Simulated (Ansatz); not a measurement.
Harmonic frequencies (cm⁻¹) at PBE0-D4/def2-TZVP from Ansatz: 103, 125, 161, 182, 346, 448, 537, 648, 676, 792, 886, 988, 1049, 1140, 1172, 1329, 1444, 1482, 1484, 1546, 1854, 1891, 2553, 3036, 3092, 3152, 3590.

Each molecule was computed in one conformer, which needn't be the lowest.

Q: Which molecule is it?
A. `CB[NH][AlH2]`
B. `[BH2][Al]([CH3])[NH2]`
C. `[CH3][AlH][BH]N`
D. `CN[BH][AlH2]`

A: D.
